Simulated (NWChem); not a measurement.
Molecule: CH5AlS2; SMILES [CH3][Al]([SH])[SH]

```xyz
9

Al     0.3667     0.0004     0.0069
C      2.3199    -0.0060    -0.0020
H      2.6983    -0.1159    -1.0405
H      2.7267    -0.8525     0.5882
H      2.7375     0.9363     0.4071
S     -0.7192    -1.9226     0.0007
H     -1.9624    -1.3662    -0.0259
S     -0.7139     1.9260     0.0007
H     -1.9590     1.3740    -0.0274
```
Atoms are numbered in this order, from 1.

Program: NWChem. Structure relaxed at the PBE-D3(BJ)/def2-SVP level. B3LYP is NWChem's, with the RPA form of VWN correlation.

Task: Among these, which level gives the lowest value of “orbital gap (eV)”?
(A) B3LYP/aug-cc-pVDZ
(B) B3LYP/cc-pVTZ
(C) B3LYP/cc-pVDZ

Result: A, B3LYP/aug-cc-pVDZ. Values: B3LYP/aug-cc-pVDZ 6.23; B3LYP/cc-pVDZ 6.43; B3LYP/cc-pVTZ 6.47
